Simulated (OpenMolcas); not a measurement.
## Mg: terms and fine structure

```json
{
 "Program": "OpenMolcas",
 "Method": "SS-CASPT2, IPEA 0.25 Eh, imaginary shift 0.1 Eh (closed shells correlated: 2s 2p)",
 "Basis": "ANO-RCC-VQZP [6s5p3d2f1g]",
 "Scalar Hamiltonian": "DKH2, point nucleus",
 "Active space": "2 electrons in 4 orbitals (3s 3p)",
 "State averaging": "2S+1 = 3 even, 3 roots (0 in the spin-orbit step); 2S+1 = 1 even, 1 root; 2S+1 = 3 odd, 3 roots; 2S+1 = 1 odd, 3 roots",
 "Spin-orbit coupling": "state interaction with AMFI integrals over the reference wave functions, term energies averaged over their components"
}
```

Spin-free terms above the lowest, with the occupations of the reference:

```
Configuration  Term  E (cm-1)      Occupations
          3s2    1S       0.0  3s 1.85 3p 0.15
        3s 3p   3P*     21928  3s 1.00 3p 1.00
        3s 3p   1P*     37353  3s 1.00 3p 1.00
```

With spin-orbit coupling, above the lowest level:

```tsv
Configuration	Term	J	E (cm-1)	Measured (cm-1)	g	Term weight %
3s2	1S	0	0.0	0.0		100
3s 3p	3P*	0	21897	21850		100
3s 3p	3P*	1	21913	21870	1.501	100
3s 3p	3P*	2	21944	21911	1.501	100
3s 3p	1P*	1	37353	35051	1.000	100
```

Against the 4 measured excited levels shown (NIST Handbook of Basic Atomic Spectroscopic Data) the mean absolute deviation is 610 cm-1; the largest miss in energy is 3s 3p 1P* 1: computed 37353, measured 35051 cm-1 (+6.6 %).

Measured partners are found by configuration, term and J. A level has none where our copy of the source lacks it or the pairing is in doubt (some pairs that miss far off the trend of their configuration count as doubtful), and it then counts in no deviation. Only configurations of the active space appear. The first state left out of the spin-orbit step lies near 58000 cm-1 above the lowest spin-free state of the reference (among the parities and spins computed), and the list stops at four fifths of that energy or lower.

The term weight is that of the spin-free term in the level, not the purity of its configuration. * marks odd parity.
